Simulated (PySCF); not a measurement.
Gd²⁺: ionisation energy

Gd²⁺ [Xe] 4f7 5d1 [4f5/2^6 4f7/2^1 5d3/2^1, M_J = 2] → Gd³⁺ [Xe] 4f7 [4f5/2^6 4f7/2^1, M_J = 7/2], as a difference of total energies. Calculation: PySCF 2.14, in x2c-TZVPPall-2c (11s11p10d4f2g, 140 functions); the two-component X2C-1e Hamiltonian. Correlated levels: [Ar] 3d10 frozen; the 18 highest virtual spinors dropped. "Screened" scales the spin-orbit matrix elements by Boettger's factors to mimic the two-electron term; Breit and QED terms are absent.

```tsv
method	ionisation energy (eV)
GHF (spin-free)	19.462
GMP2 (spin-free)	20.239
GHF (screened spin-orbit)	19.580
GMP2 (screened spin-orbit)	20.386
```

Task: How much does correlation contribute at GMP2 (screened spin-orbit)?

Result: 20.386 − (19.580) = 0.806 eV, measured against GHF (screened spin-orbit).

The spin-free rows relax to the high-spin LS determinant and lack the spin-orbit shift.

The labels give the starting determinants; with spin-orbit coupling the two ends relaxed to ⟨J²⟩ = 9.63, ⟨L²⟩ = 6.03, ⟨S²⟩ = 19.83 and ⟨J²⟩ = 15.76, ⟨L²⟩ = 0.11, ⟨S²⟩ = 15.68.

The determinant of Gd²⁺ mixes levels of different J (the jj label is only the starting occupation), so the difference between spin-free and spin-orbit rows is not the physical spin-orbit shift.

For comparison: 20.54 ± 0.03 eV (semi-empirical (NIST evaluation); NIST Atomic Spectra Database, ionization energies).
